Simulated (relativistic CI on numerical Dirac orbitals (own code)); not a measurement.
Cr³⁺ in a cubic cluster: 1s photoemission with charge transfer

Computed with a charge-transfer multiplet model of a cubic metal-ligand cluster with up to 2 ligand holes, Slater and spin-orbit integrals from Dirac-Coulomb-Breit ions, Slater integrals scaled by 0.8. The ground state mixes d3 with configurations of k ligand holes L, whose averages lie at kΔ + k(k − 1)U_dd/2; a core hole lowers each added d electron by U_cd. 300 K, Lorentzian 1.1 eV and Gaussian 0.6 eV FWHM.

Atomic integrals in eV (Slater integrals scaled, ζ unscaled), ground: F2dd 8.574, F4dd 5.368, zeta_d 0.033; with the core hole: F2dd 9.940, F4dd 6.254, zeta_d 0.051, G2cd 0.050.

Cluster parameters (eV): Δ = 1.5, U_cd = 5.6, 10Dq = 1.65, 10Dq(ligand) = 0.3, V(eg) = 1.35, V(t2g) = -0.74, final-state hopping factor = 1.

```tsv
Case	n_d	d3	d4L	d5L2	S
U_dd = 5 eV	3.54	0.51	0.44	0.05	1.50
U_dd = 6.4 eV	3.51	0.53	0.43	0.04	1.50
U_dd = 7.1 eV	3.50	0.54	0.43	0.03	1.50
```

Weights, n_d and S are thermal averages at 300 K. Binding energies count from the first peak over 30 % of the highest in each spectrum, which can be another peak from case to case. The parameters are a model scan and need not match a compound or its usual spin state. Peaks in eV (height, largest 100):
- U_dd = 5 eV: 0.0 (100), 2.3 (25), 7.4 (24)
- U_dd = 6.4 eV: 0.0 (100), 2.4 (16), 3.6 (13), 7.5 (23)
- U_dd = 7.1 eV: 0.0 (100), 2.3 (14), 3.6 (12), 7.6 (23)

Curve for U_dd = 6.4 eV (points under 2 left out, the grid thinned):

(E (eV), Intensity): (-3.9, 2.5), (-3.5, 3.1), (-3.2, 3.6), (-2.8, 4.7), (-2.5, 5.8), (-2.1, 8.0), (-1.8, 10.7), (-1.4, 17.0), (-1.1, 25.8), (-0.7, 48.8), (-0.4, 76.1), (0.0, 100.0), (0.3, 86.6), (0.7, 50.7), (1.0, 32.1), (1.4, 19.9), (1.7, 16.4), (2.1, 15.9), (2.4, 16.3), (2.8, 14.7), (3.1, 13.3), (3.5, 13.3), (3.9, 12.5), (4.2, 11.0), (4.6, 9.6), (4.9, 8.6), (5.3, 7.1), (5.6, 6.5), (6.0, 7.3), (6.3, 9.2), (6.7, 13.5), (7.0, 18.0), (7.4, 22.9), (7.7, 22.6), (8.1, 18.1), (8.4, 14.0), (8.8, 9.9), (9.1, 8.2), (9.5, 6.6), (9.8, 5.3), (10.2, 3.7), (10.5, 3.0), (10.9, 2.6), (11.2, 2.4), (11.6, 2.1)

For the case U_dd = 5 eV, Δ = 1.5 eV is smaller than U_dd = 5 eV, the charge-transfer side of the Zaanen-Sawatzky-Allen scheme. With the core hole the average of the configuration with one ligand hole lies at Δ − U_cd = -4.1 eV before mixing: it lies below the unscreened one, so the lowest final states are mostly screened and the unscreened weight appears at higher binding energy as a satellite.

With at most 2 ligand holes the space is cut while the next configuration still counts, so covalency is underestimated, and a final configuration with one more ligand hole, which can lie low, is missing from the spectra.
